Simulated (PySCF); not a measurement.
**Löwdin shares of the frontier orbitals**

Compound: C2H4BFS2.
Atom-mapped SMILES: `[F:1][C@H:2]1[CH2:3][S:4][BH:5][S:6]1` (hydrogens: H7 on C2; H8, H9 on C3; H10 on B5)

Computed with PySCF, TDDFT CAM-B3LYP/def2-SVPD, vertical, gas phase, core orbitals frozen in the response. The structure is a single PBE0-D3(BJ)/def2-SVP conformer in the gas phase; no vibrational or solvent corrections.

Kohn–Sham orbitals with the atoms that hold most of them (Löwdin shares over 4%, at most four atoms; ? is withheld):

```tsv
orbital	ε (eV)	atoms
LUMO+2	1.11	S4 30%, S6 30%, B5 20%, C3 7%
LUMO+1	0.74	S6 25%, S4 22%, B5 15%, C3 8%
LUMO	0.04	B5 44%, S4 21%, S6 20%, H10 8%
HOMO	-8.69	?
HOMO-1	-10.08	?
HOMO-2	-10.39	S6 37%, S4 33%, B5 13%, C3 5%
HOMO-3	-11.32	S6 19%, S4 19%, C3 17%, C2 17%
```

Task: Give the leading atoms of the HOMO-1.

Result: S6 (bonded to B and C) 39%; S4 (bonded to B and C) 28%; B5 (bonded to 2 S and H) 16%; C3 (bonded to C, S and 2 H) 6%. By element: sulfur 67%, boron 16%, carbon 6% or more.

Task: Which atoms hold the HOMO, and with what shares?

Result: S4 (bonded to B and C) 44%; S6 (bonded to B and C) 33%; B5 (bonded to 2 S and H) 10%; C3 (bonded to C, S and 2 H) 6%. By element: sulfur 77%, boron 10%, carbon 6% or more.

Task: How does S1 compare with the orbital gap of 8.73 eV?

Result: S1 is at 5.51 eV (f = 0.116), 3.22 eV below the gap, made of HOMO→LUMO (95%). 

Next come S2 at 5.98 eV (f 0.0017), HOMO→LUMO+1 (48%), HOMO→LUMO+2 (31%), HOMO→LUMO+6 (8%); S3 at 6.54 eV (f 0.0035), HOMO-1→LUMO (47%), HOMO-2→LUMO (47%); S4 at 6.74 eV (f 0.0010), HOMO→LUMO+3 (55%), HOMO-1→LUMO+2 (12%), HOMO-1→LUMO+1 (10%); S5 at 6.87 eV (f 0.0036), HOMO→LUMO+2 (46%), HOMO→LUMO+1 (40%).
